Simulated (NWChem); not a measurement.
System: InH$_{3}$S; SMILES [SH][InH2]

The following NWChem deck was run.

```
start job
memory heap 200 mb stack 900 mb global 1100 mb
geometry units angstroms noautoz
  In    -0.024534    -0.668358     0.000000
  H      1.515629    -1.429878     0.000000
  H     -1.598481    -1.364093     0.000000
  S      0.076789     1.741378     0.000000
  H     -1.264522     1.904879     0.000000
end
basis spherical
  * library def2-svp
end
ecp
  In library def2-ecp
end
dft
  xc b3lyp
  iterations 150
  mulliken
end
task dft energy
```

All runs use the structure optimised with PBE0/def2-SVP. B3LYP is NWChem's, with the RPA form of VWN correlation. def2 effective core potentials on In; no spin-orbit coupling.

Task: Give the results of this calculation. (B3LYP/def2-SVP with def2 effective core potentials on In.) Quantities: energy (Ha); highest occupied level (eV); orbital gap (eV); dipole (D).

Result: The energy (Ha) comes out as -590.09. The highest occupied level (eV) comes out as -6.98 and the orbital gap (eV) is 5.13. The dipole (D) comes out as 1.50.
